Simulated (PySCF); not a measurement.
Compound: SnHMe2(SiH3), C2H10SiSn.
SMILES: `[H][Sn]([CH3])([CH3])[SiH3]`

Method used: TDDFT CAM-B3LYP/def2-SVPD, vertical, gas phase, core orbitals frozen in the response, def2 core potentials past Kr in PySCF. Isolated species at its PBE0-D3(BJ)/def2-SVP geometry, gas phase. Spin–orbit coupling is left out.

```csv
state,E (eV),ν̃ (cm⁻¹),f,"main configurations (H = HOMO, L = LUMO)"
S1,6.73,54280,0.054,H→L+1 (85%)
S2,6.74,54380,0.038,"H→L (74%), H→L+4 (10%)"
S3,7.07,57060,0.064,"H→L+3 (54%), H→L+2 (28%), H→L (10%)"
S4,7.24,58430,0.067,H-1→L (90%)
S5,7.25,58500,0.569,"H→L+2 (66%), H→L+3 (23%)"
S6,7.49,60410,0.190,"H-1→L+1 (74%), H-2→L (9%)"
S7,7.64,61600,0.0068,"H→L+5 (68%), H-2→L+1 (10%), H→L+4 (8%)"
S8,7.69,62010,0.056,"H-2→L+1 (65%), H→L+5 (8%)"
S9,7.71,62220,0.055,"H-2→L (51%), H-2→L+2 (9%), H-1→L+1 (8%)"
S10,7.87,63480,0.093,H-1→L+2 (84%)
```

Triplets (Tamm–Dancoff): T1 5.98 eV, H→L+1 (79%); T2 6.02 eV, H→L (40%), H→L+2 (20%), H→L+4 (18%); T3 6.13 eV, H→L+2 (52%), H→L+3 (25%); T4 6.78 eV, H-1→L (24%), H-1→L+3 (19%), H-2→L+1 (14%).

The lowest singlet lies at 6.73 eV (184 nm, vacuum ultraviolet) and is of moderate strength; its leading configuration is HOMO→LUMO+1 (85%). The strongest level in the table is S5 at 7.25 eV (171 nm, f = 0.569). S4/S5 lie within about 0.01 eV of each other. Löwdin shares by element: HOMO silicon 34%, tin 28%, carbon 15% (atoms not listed hold the other 23%); LUMO tin 39%, carbon 15%, silicon 11% (atoms not listed hold the other 34%). The listed states span 1.14 eV, and the widest gap between neighbours is 0.33 eV (S2 to S3). Of the 10 states listed, 9 reach f = 0.01 and none stays under 0.0005. All these states lie below the vertical ionisation energy of 9.44 eV (ΔSCF). The window holds the lowest 10 singlets.
